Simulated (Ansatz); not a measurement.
Ansatz (a first-principles code) input (CCSD(T)/STO-3G):

Ansatz 0.2 input:
```yaml
crystal:
  periodic: [false, false, false]
  atoms:
    - {symbol: C, position_ang: [1.52643431, -0.85640225, 0.29538532]}
    - {symbol: Si, position_ang: [-0.02776146, -0.05656452, -0.41948813]}
    - {symbol: N, position_ang: [-1.50890548, -0.68804550, 0.19186931]}
    - {symbol: N, position_ang: [0.01886584, 1.59440084, 0.10661894]}
    - {symbol: H, position_ang: [1.53674029, -0.73628529, 1.38312387]}
    - {symbol: H, position_ang: [2.43155961, -0.40569004, -0.11746639]}
    - {symbol: H, position_ang: [1.54768449, -1.92276235, 0.06737814]}
    - {symbol: H, position_ang: [-2.04538830, -1.39369040, -0.28162125]}
    - {symbol: H, position_ang: [-2.00581435, -0.26061920, 0.95852015]}
    - {symbol: H, position_ang: [-0.70930131, 2.23293231, -0.17604887]}
    - {symbol: H, position_ang: [0.90485156, 2.07194445, 0.17721847]}
basis:
  gaussian:
    orbitals: STO-3G
magnetization: {spin_polarized: true, initial_magnetization: 1}
correlation: {method: ccsd_t, electrons: outside_noble_gas}
```

Output:

```
Functional definition: HF
integrals: 0.01 GiB planned
400 factors; integrals over basis functions are off by at most 2.7e-5 eV
0.08 GiB of device memory are held for the factors and their scratch space
mean field: 0.09 GiB planned
mean field evaluation 1: about -11823.1337 eV, gradient 1.4e1 eV
mean field evaluation 2: about -11823.2581 eV, gradient 1.4e1 eV
mean field evaluation 4: about -11824.7285 eV, gradient 1.3e0 eV
mean field evaluation 8: about -11824.7637 eV, gradient 1.1e-2 eV
mean field evaluation 16: about -11824.6305 eV, gradient 4.4e-1 eV
mean field -11824.76366799 eV, -434.5520496861 hartree, gradient 1.6e-6 eV, S^2 0.752548; 0 other end points of the search recorded, 0 dependent functions left out
8 core orbitals not correlated
reference -11824.76366799 eV, -434.5520496861 hartree; 13, 12 occupied and 10, 11 virtual orbitals, 400 factors
second order -4.48689807 eV of doubles, -0.00000000 eV of singles
coupled cluster: 0.12 GiB planned
cycle   1  -5.38359728 eV  change   -9.0e-1 eV  update   8.0e-2
cycle   2  -5.81211585 eV  change   -4.3e-1 eV  update   3.0e-2
cycle   3  -5.86813937 eV  change   -5.6e-2 eV  update   1.2e-2
cycle   4  -5.86719252 eV  change    9.5e-4 eV  update   5.6e-3
cycle   5  -5.86495323 eV  change    2.2e-3 eV  update   2.0e-3
cycle   6  -5.86447039 eV  change    4.8e-4 eV  update   5.8e-4
cycle   7  -5.86430609 eV  change    1.6e-4 eV  update   2.3e-4
cycle   8  -5.86437772 eV  change   -7.2e-5 eV  update   9.2e-5
cycle   9  -5.86441972 eV  change   -4.2e-5 eV  update   4.8e-5
cycle  10  -5.86441433 eV  change    5.4e-6 eV  update   1.9e-5
perturbative correction -0.06799421 eV, -0.0024987412 hartree
Total energy: -11830.69607654 eV, -434.7700616791 hartree
```

It need not be the lowest isomer of its formula.
